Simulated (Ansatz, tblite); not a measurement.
Cost and result up the ladder for AlCl2(SiH3) (AlSiH3Cl2) (7 atoms). Charge 0, multiplicity 1. Geometry: PBE0-D4/def2-SVP.

```xyz
7

Al   -1.0269    0.6924   -0.3705
Cl   -2.2568    0.0790   -1.9587
Cl   -1.5792    2.4684    0.6050
Si    0.9131   -0.5998    0.3167
H     1.9500    0.2921    0.9201
H     1.5002   -1.3216   -0.8533
H     0.4996   -1.6105    1.3407
```

Ansatz on 4 threads of Arm Neoverse V2 on a shared host; xTB runs through tblite on one thread. Times are rough, summed over both states, and most runs start from the orbitals of an earlier one. PBE0-D4/def2-TZVP serves as the yardstick here, not as an exact answer. The other state is a triplet.

The xTB rows come from tblite.

xTB has no spin-polarisation term.

```
              level  functions  wall time  vertical triplet (eV)  difference from PBE0-D4/def2-TZVP (eV)
           GFN2-xTB         39    0.017 s                   3.61                                   -0.73
           GFN1-xTB         42    0.024 s                   4.59                                    0.25
   PBE-D4/def2-TZVP        166      3.7 s                   4.16                                   -0.18
  PBE0-D4/def2-TZVP        166      5.5 s                   4.34                                    0.00
r2SCAN-D4/def2-TZVP        166      9.3 s                   4.17                                   -0.17
```
